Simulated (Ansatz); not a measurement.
B(H2O)Cl3 (BCl₃OH₂), relaxed as a singlet with RKS r2SCAN-D4/def2-SVP in Ansatz, starting from the GFN2-xTB geometry. Force threshold 0.02 eV/Å.

Start:

```
atom   x (Å)   y (Å)   z (Å)
  B1   0.497   0.307   0.388
  O2  -0.995  -0.217  -0.418
  H3  -1.114  -1.158  -0.207
  H4  -0.857  -0.101  -1.373
 Cl5  -0.020   1.656   1.407
 Cl6   1.522   0.725  -1.038
 Cl7   0.967  -1.212   1.241
```

```
step  energy (eV)  largest force component (eV/Å)  SCF passes
   1  -40310.0846                           0.565          25
   2  -40310.1020                           0.403          29
   3  -40310.1097                           0.360          30
   4  -40310.1226                           0.115          28
   5  -40310.1233                           0.010          30
```

Force components are those of the run's own axes.

End:

```tsv
atom	x (Å)	y (Å)	z (Å)
B1	0.4390	0.2938	0.3616
O2	-0.9788	-0.1926	-0.3962
H3	-1.0700	-1.1436	-0.1950
H4	-0.8049	-0.1138	-1.3537
Cl5	-0.0196	1.6673	1.4206
Cl6	1.4962	0.7253	-1.0683
Cl7	0.9380	-1.2363	1.2310
```

By distances, no bond broke or formed. The bond that changes most is B1–O2, from 1.78 to 1.68 Å (atoms count from 1).

No frequencies were taken in this run, so the end may be a saddle point.

Hardware: 4 threads of Intel Xeon on a shared host. Wall time 48 s.
